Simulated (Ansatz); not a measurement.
`OC([SiH3])(S)S` → `OC(S)S` + `[SiH2]`  (silylene formation by 1,1-elimination)

Computed with Ansatz on PBE0-D4/def2-TZVP structures; ΔE is electronic, products minus reactants. CCSD(T)/CBS adds triple-zeta CCSD(T) − MP2 to the extrapolated MP2 energy (def2 sets, frozen cores). This one scheme is used for every species. DFT in def2-TZVPP. Each species was taken in one conformer, which may not be the lowest.

```tsv
level	ΔE (kJ/mol)
PBE-D4	217.2
revPBE-D4	213.7
```

Problem. What does CCSD(T)/CBS give? (Estimate.)

Solution. Ansatz gave: +214.0 kJ/mol. The listed levels differ from it by 3.2, -0.3 kJ/mol.

Largest T1 diagnostic among the species: 0.014.

The D4 term adds +19.9 kJ/mol with B3LYP and +10.7 kJ/mol with PBE0; it sums over pairs of atoms, weighted by their polarisabilities, and B3LYP, whose exchange is more repulsive, gets the larger term. From BLYP to BHLYP (50 % exact exchange), in def2-TZVPP and without D4, ΔE moves by +21.5 kJ/mol. At CCSD(T), def2-SVP lies −12.1 kJ/mol from the extrapolated value and def2-TZVPP −8.1 kJ/mol.

B3LYP here is the variant with VWN-RPA as its local correlation; programs differ in this.
